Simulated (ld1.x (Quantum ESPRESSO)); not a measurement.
# Which change was made? (Sn, ultrasoft)

| Quantity | Value |
| --- | --- |
| Element | Sn (Z = 50) |
| Generator | ld1.x (Quantum ESPRESSO) 7.5 |
| Type | ultrasoft |
| Functional | PBE |
| Relativity | fully relativistic |
| Frozen core | [Kr] 4d10 |
| Valence charge | 4 |
| Reference configuration | 5s2 5p0 (charge +2) |
| Partial waves | 5s (bound): rcut 1.80, rcutus 2.05 bohr; 5s channel at -0.95 Ry: rcut 1.80, rcutus 2.05 bohr; 5p (bound, empty): rcut 2.15, rcutus 2.50 bohr; 5p channel at 0.95 Ry: rcut 2.15, rcutus 2.50 bohr; 5d channel at -0.15 Ry: rcut 1.60, rcutus 2.05 bohr |
| Local potential | all-electron potential smoothed inside 1.95 bohr (lloc = -2) |
| Core correction | a·sin(br)/r model core, default radius (core density twice the valence density) |
| Augmentation charge | PSQ, inside the norm-conserving radii |

Open shells are filled in proportion to 2j + 1 (rel_dist='average').

Cutoffs, loose and tight: the cutoffs (Ry, on a coarse ladder) from which the occupation-weighted sum of valence levels, in a spherical-Bessel basis at the reference potential, stays within 10 and 1 mRy of its value at 400 Ry. They do not see the model core or the augmentation charge, which bear on the density cutoff. Test errors are all-electron minus pseudo excitation energies from the reference, over the configurations 5s2 5p2; 5s2 5p1; 5s1 5p0; 5s2 5p1.5; 5s1 5p2; 5s1 5p3; 5s0 5p4; variants that change the core or the reference have their own tests.

The base gives: outcome: generated; cutoff, loose: 8 Ry; cutoff, tight: 12 Ry; bound ghosts: none; largest test error (meV): -128.

After one change the result is: outcome: generated; cutoff, loose: 6 Ry; cutoff, tight: 8 Ry; bound ghosts: none; largest test error (meV): -123. Which change was it?
A. scalar-relativistic; added wave 5d channel at 1.85 Ry: rcut 1.60, rcutus 2.05 bohr
B. core [Kr], valence charge 14; reference 4d10 5s2 5p0; waves now 5s (bound): rcut 0.75, rcutus 1.00 bohr; 5s channel at -0.95 Ry: rcut 0.75, rcutus 1.00 bohr; 5p (bound): rcut 1.75, rcutus 1.85 bohr; 5p channel at 0.95 Ry: rcut 1.75, rcutus 1.85 bohr; 4d (bound): rcut 0.90, rcutus 1.05 bohr; 4d channel at -1.9 Ry: rcut 0.90, rcutus 1.05 bohr; 4f channel at -0.05 Ry: rcut 1.60, rcutus 1.80 bohr; 4f channel at 2.5 Ry: rcut 1.60, rcutus 1.80 bohr; local potential all-electron potential smoothed inside 0.85 bohr (lloc = -2); core correction Bessel-smoothed model core inside 0.90 bohr
C. wave 5d channel at -0.15 Ry: rcut 1.60, rcutus 2.05 bohr becomes 5d channel at -0.15 Ry: rcut 1.60, rcutus 1.80 bohr
D. waves 5s (bound): rcut 1.80, rcutus 2.28 bohr; 5s channel at -0.95 Ry: rcut 1.80, rcutus 2.28 bohr

D. The others give: wave 5d channel at -0.15 Ry: rcut 1.60, rcutus 2.05 bohr becomes 5d channel at -0.15 Ry: rcut 1.60, rcutus 1.80 bohr → outcome: generated; cutoff, loose: 8 Ry; cutoff, tight: 12 Ry; bound ghosts: d5/2, d3/2; largest test error (meV): -128 | scalar-relativistic; added wave 5d channel at 1.85 Ry: rcut 1.60, rcutus 2.05 bohr → outcome: generated; cutoff, loose: 8 Ry; cutoff, tight: 12 Ry; bound ghosts: d; largest test error (meV): -134 | core [Kr], valence charge 14; reference 4d10 5s2 5p0; waves now 5s (bound): rcut 0.75, rcutus 1.00 bohr; 5s channel at -0.95 Ry: rcut 0.75, rcutus 1.00 bohr; 5p (bound): rcut 1.75, rcutus 1.85 bohr; 5p channel at 0.95 Ry: rcut 1.75, rcutus 1.85 bohr; 4d (bound): rcut 0.90, rcutus 1.05 bohr; 4d channel at -1.9 Ry: rcut 0.90, rcutus 1.05 bohr; 4f channel at -0.05 Ry: rcut 1.60, rcutus 1.80 bohr; 4f channel at 2.5 Ry: rcut 1.60, rcutus 1.80 bohr; local potential all-electron potential smoothed inside 0.85 bohr (lloc = -2); core correction Bessel-smoothed model core inside 0.90 bohr → outcome: failed: run_pseudo: Errors in PS-KS equation.
